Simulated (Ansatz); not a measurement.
Molecule: sum formula AlOF, net charge -1, doublet state. 
Coordinates optimised at B3LYP-D3(BJ)/def2-TZVP (Ansatz, an electronic-structure program):
```
Al
O 1 1.6438
F 1 1.7176 2 129.62
```
Charge -1, spin multiplicity 2.

Parts of the frozen-core correlation energy in cc-pV(D+d)Z (Ansatz, hartree). Frozen orbitals: 7; correlated occupied orbitals by spin: 9 and 8; virtual: 35 and 36. Open shells are spin-unrestricted. No spin-orbit coupling. No relativistic terms.

```csv
term,value
reference (HF),-416.29706
MP2 opposite-spin,-0.31893
MP2 same-spin,-0.12332
CCSD correlation,-0.44241
(T),-0.01266
T1 diagnostic,0.029
largest doubles amplitude,0.057
<S^2> of the reference,0.761
```
